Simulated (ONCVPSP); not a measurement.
# Pseudopotential generation for hydrogen (H): ONCV, PBE, non-relativistic.

ONCVPSP 4.0.1 was run on this input:

```
# ATOM AND REFERENCE CONFIGURATION
# atsym  z   nc   nv     iexc    psfile
  H 1.00    0    1        4      upf
#
#   n    l    f
    1    0    1.00
#
# PSEUDOPOTENTIAL AND OPTIMIZATION
# lmax
    1
#
#   l,   rc,      ep,       ncon, nbas, qcut
    0    0.75    0.00    4    9    8.90
    1    0.60    0.05    4    7   14.00
#
# LOCAL POTENTIAL
# lloc, lpopt,  rc(5),   dvloc0
    1    5    0.60    0.00
#
# VANDERBILT-KLEINMAN-BYLANDER PROJECTORs
# l, nproj, debl
    0    2    0.80
    1    0    0.80
#
# MODEL CORE CHARGE
# icmod, fcfact, rcfact
    0    0.00    0.00
#
# LOG DERIVATIVE ANALYSIS
# epsh1, epsh2, depsh
   -2.00    5.00    0.02
#
# OUTPUT GRID
# rlmax, drl
    6.00    0.01
#
# TEST CONFIGURATIONS
# ncnf
    1
# nvcnf
#   n    l    f
    1
    1    0    0.50
#
```

Command:

```bash
oncvpspnr.x < H.dat > H.out
```

The program printed (shortened: citation, most of the input echo, consistency checks and plot data are left out):

```
ONCVPSP  (Optimized Norm-Conservinng Vanderbilt PSeudopotential)
scalar-relativistic version 4.0.1

#   n    l    f        energy (Ha)
    1    0    1.00    -2.3859990E-01

Reference configufation results
  iterations    20
  all-electron total energy (Ha)   -4.58928593D-01

Begin loop to  construct optimized pseudo wave functions
and semi-local pseudopoentials for all angular momenta

   Wellstate for l =  0  n =  2
     eigenvalue =   0.5614
     asymptotic potential =   1.0614
     half-point radius =  3.8504

Calculating optimized projector #   1

 for l=   0

    Fraction of norm inside rc  0.174728
    Optimizing pswf for qcut=   8.91 a_B^-1,  ecut=  39.66 Ha
    Residual kinetic energy error=  8.04D-05 Ha

    Energy error per electron        Cutoff
         Ha          eV             Ha
         0.01000     0.27211       10.52
         0.00100     0.02721       24.17
         0.00010     0.00272       38.23
         0.00001     0.00027      236.37

Calculating optimized projector #   2

 for l=   0

    Fraction of norm inside rc  0.096483
    Optimizing pswf for qcut=   8.91 a_B^-1,  ecut=  39.66 Ha
    Residual kinetic energy error=  5.74D-05 Ha

    Energy error per electron        Cutoff
         Ha          eV             Ha
         0.01000     0.27211        9.40
         0.00100     0.02721       22.71
         0.00010     0.00272       36.44
         0.00001     0.00027       82.47

   Wellstate for l =  1  n =  2
     eigenvalue =   0.0500
     asymptotic potential =   0.5500
     half-point radius = 17.4021

Calculating optimized projector #   1

 for l=   1

    Fraction of norm inside rc  0.000177
    Optimizing pswf for qcut=  14.03 a_B^-1,  ecut=  98.41 Ha
    Residual kinetic energy error=  2.05D-09 Ha

    Energy error per electron        Cutoff
         Ha          eV             Ha
         0.01000     0.27211        0.34
         0.00100     0.02721        1.19
         0.00010     0.00272        3.68
         0.00001     0.00027       10.02

Construct Vanderbilt / Kleinmman-Bylander projectors

B matrix Hermiticity error, ll=   0
   1   2   -3.1589E-09

  Orthonormal projector coefficients -3.1284E+01 -9.1484E-01

Pseudoatom total energy   -0.458832

Diagnostic tests using Vanderbilt-Kleinman-Bylander pseudopotentials
  1 or more projectors used as specified by nproj input data

   l    rcore       rmatch      e in        delta e   norm test  slope test

   0   0.7525286   0.7753770  -0.2385999  -0.0000000   1.0000000   1.0000001
   0   0.7525286   0.7753770   0.5614001  -0.0000000   1.0000000   1.0000000

   1   0.6031116   0.6214234   0.0500000  -0.0000000   1.0000000   1.0000000

 Testing for bound ghosts
   n   l    E NL Schr. Eq   E Basis Diag.   E Cutoff

   1   0       -0.238600        0.027362    612.15

 Testing for highly-localized positive-energy ghosts
       l    <radius>/rc     E Basis Diag.   E Cutoff

Test configuration 0

   n   l     f        eae           eps        diff
   1   0  1.0000   -0.23859990   -0.23859990   -8.26D-09

    Total energies and differences
      AE_ref= -4.58928593D-01  AE_tst= -4.58928593D-01  dif=  0.00D+00
      PS_ref= -4.58832404D-01  PS_tst= -4.58832404D-01  dif= -3.50D-15
      PSP excitation error=  3.50D-15

Test configuration 1

   n   l     f        eae           eps        diff
   1   0  0.5000   -0.46600727   -0.46594694    6.03D-05

    Total energies and differences
      AE_ref= -4.58928593D-01  AE_tst= -2.83942758D-01  dif=  1.75D-01
      PS_ref= -4.58832404D-01  PS_tst= -2.83857852D-01  dif=  1.75D-01
      PSP excitation error=  1.13D-05
```

oncvpspnr.x prints “scalar-relativistic version” in its banner although the run is non-relativistic.

The run took about 1.5 s on one core of a shared server CPU.
